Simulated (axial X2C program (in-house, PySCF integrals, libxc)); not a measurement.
MoC: nuclear properties from DFT to coupled cluster

Computed with an in-house all-electron X2C program for linear molecules (integrals from PySCF): two-component X2C with atomic mean-field Coulomb and Gaunt terms, Gaussian nuclei, basis Mo dyall-acv3z, C dyall-av3z with contracted cores.

R = 1.651 Å (near the PBE0 minimum at charge 0 of the determinant lowest at the starting distance; the state shown can have its own minimum elsewhere); state Ω = 1 (⟨Sz⟩ = 1.00, ⟨Lz⟩ = 0.00 at PBE0).

| level | Eeff magnitude (GV/cm) | Ws magnitude Mo (kHz) | A∥/gI Mo (MHz) | qzz Mo (a.u.) | A∥/gI C (MHz) | μ (D) |
| --- | --- | --- | --- | --- | --- | --- |
| PBE0 | 0.805 | 0.406 | -775 | -0.47 | -52.6 | -5.53 |
| HF | 0.73 | 0.458 | -529 | -0.47 | -170 | -5.30 |
| B3LYP | 0.721 | 0.352 | -699 | -0.67 | -47 | -5.47 |

Eeff is the effective electric field on the electron electric dipole moment in this Ω state and Ws the scalar–pseudoscalar constant of the nucleus named (defined with the proton number Z and per Ω); A∥ (defined per Ω) follows by multiplying with gI = μI/(I μN); qzz is the electric field gradient, eQq0 = 234.96 MHz × Q/barn × qzz; μ is positive if the C end (last atom) is positive. The operators were transformed with the bare-nucleus X2C matrices; with these basis sets, hyperfine constants and field gradients can be off by tens of per cent, and where levels differ in sign neither size nor sign is settled.

Finite-field MP2, CCSD and CCSD(T), with 18 electrons correlated in 130 natural virtual spinors (MP2 remainder added):

| level | Eeff magnitude (GV/cm) | Ws magnitude Mo (kHz) | A∥/gI Mo (MHz) | qzz Mo (a.u.) | A∥/gI C (MHz) | μ (D) |
| --- | --- | --- | --- | --- | --- | --- |
| MP2 | 0.132 | 0.0845 | -1290 | 0.66 | -16.3 | -6.68 |
| CCSD | 0.536 | 0.29 | -1130 | -0.31 | -47.2 | -6.10 |
| CCSD(T) | 0.556 | 0.282 | -1140 | -0.34 | -42.5 | -6.07 |

T1 = 0.075 (Lee–Taylor), a sign of multireference character. One unrestricted determinant, the lowest of a limited PBE0 search, is the reference; the functionals treat spin collinearly. With several open shells it need not be a pure state. Eeff spreads by more than a factor of two over the levels. Correlation of the inner shells is missing, which matters for properties at the nucleus. Number of frozen shells: Mo 3 s, 2 p, 1 d; C 1 s.

Q: By how much does correlation change each value, CCSD(T) against HF?

A: Eeff magnitude -24 %; Ws magnitude Mo -38 %; A∥/gI Mo 116 %; qzz Mo -28 %; A∥/gI C -75 %; μ 15 %.
